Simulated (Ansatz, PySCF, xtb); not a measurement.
Dimer: H2S (SMILES S) (first 3 atoms) with CH3I (SMILES CI); geometry from B3LYP-D3(BJ)/def2-TZVP, rigid monomers moved along the line of their centres of mass till H3···I5 is 3.49 Å.
(charge 0, multiplicity 1):
```xyz
8

S     -0.1442    -0.4662    -0.6813
H     -0.5490    -1.7403    -0.8064
H     -0.8993    -0.2756     0.4160
C      1.0753    -1.2334     3.3917
I     -0.9948    -0.8450     3.8623
H      1.2977    -2.2388     3.7299
H      1.1763    -1.1363     2.3161
H      1.6669    -0.4953     3.9206
```

Monomers are frozen at their geometry in the pair; levels with a basis set take the counterpoise correction. Rows marked so take none.

Frozen-core correlation. Filled d and f shells under p-block atoms count as core. CBS(a, b) extrapolates the correlation energy as X⁻³ and adds the Hartree–Fock energy of set b. Rows in LANL2DZ carry no dispersion term and start afresh at each structure. LANL2DZ brings its own core potentials from Na on.

Run with Ansatz (a first-principles code); PySCF for LANL2DZ rows, the dispersion terms; xtb for the GFN methods. Values without a source in brackets are computed. In def2 rows elements past Kr take small-core potentials, without spin–orbit coupling.

```tsv
level	interaction energy (kcal/mol)
GFN2-xTB	-1.78
PBE-D4/def2-TZVPPD	-2.49
B3LYP/LANL2DZ (no counterpoise)	-1.19
B3LYP/def2-TZVPPD	-0.83
PBE0-D3(BJ)/def2-TZVPPD	-2.43
PBE0-D4/def2-TZVPPD	-2.34
wB97M-V/def2-TZVPPD	-1.98
MP2/CBS(def2-SVPD, def2-TZVPPD)	-2.09
CCSD(T)/CBS(def2-SVPD, def2-TZVPPD)	(withheld)
```

### Question
Fill in the missing entries.

### Answer

- CCSD(T)/CBS(def2-SVPD, def2-TZVPPD), interaction energy (kcal/mol): -1.91
